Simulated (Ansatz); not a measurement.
A made-up structure of ZnBHF, doublet:

F1  (-0.105, 0.912, -1.032)
B2  (-0.177, 0.058, 0.000)
Zn3  (1.408, -0.741, 0.327)
H4  (-1.126, -0.229, 0.705)
(Å)

It is relaxed with PBE-D4/def2-SVP and then PBE0-D4/def2-TZVP (Ansatz 0.2.0). Atoms count as bonded within 1.22 times the sum of their covalent radii (H–H: 0.88 Å). The end point is not checked to be a true minimum.

Does its bonding change? (Judge from chemistry; the calculation decides.)

The calculation gives: No: no bond forms or breaks.

Where it ends: The first stage lowers the energy by 0.97 eV in 6 steps. It ends as ZnBHF ([F][BH][Zn]):
```
4
angstrom
F -0.2899 0.9450 -1.0035
B -0.2122 0.0792 -0.0113
Zn 1.7368 -0.9155 0.4083
H -1.2347 -0.1087 0.6065
```

Labels in which every atom is bracketed show which atoms are joined, not bond orders.

For scale, one of the runs: PBE0-D4/def2-TZVP relaxation, 116 basis functions, launched by `ansatz run in.yaml --threads 2 --pin off --events-out ev --progress --plain --max-ram 4352MiB`. The run took about 20 s on 2 CPU threads of an Arm Neoverse V1 (shared host).
